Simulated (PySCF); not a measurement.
**How methods differ on the excitation energy of Pt**

Pt [Xe] 4f14 5d9 6s1 (3D) → Pt [Xe] 4f14 5d10 (1S), as a difference of total energies. All numbers are calculated (PySCF 2.14, a scalar-relativistic core potential, in def2-TZVPPD with the def2 core potential (60 electrons)). Correlated levels: valence and next inner shell: nothing frozen outside the core potential. The calculations carry no spin-orbit coupling.

| method | excitation energy (eV) | error (eV) |
| --- | --- | --- |
| UHF | 1.031 | +0.792 |
| MP2 (valence and next inner shell) | 0.317 | +0.078 |
| SCS-MP2 (valence and next inner shell) | 0.312 | +0.073 |
| CCSD (valence and next inner shell) | 0.549 | +0.310 |
| CCSD(T) (valence and next inner shell) | 0.462 | +0.223 |

Reference: 0.239 eV (measured; NIST levels, between the centres of gravity of the two terms).

Errors of the correlated levels include the incompleteness of this basis.
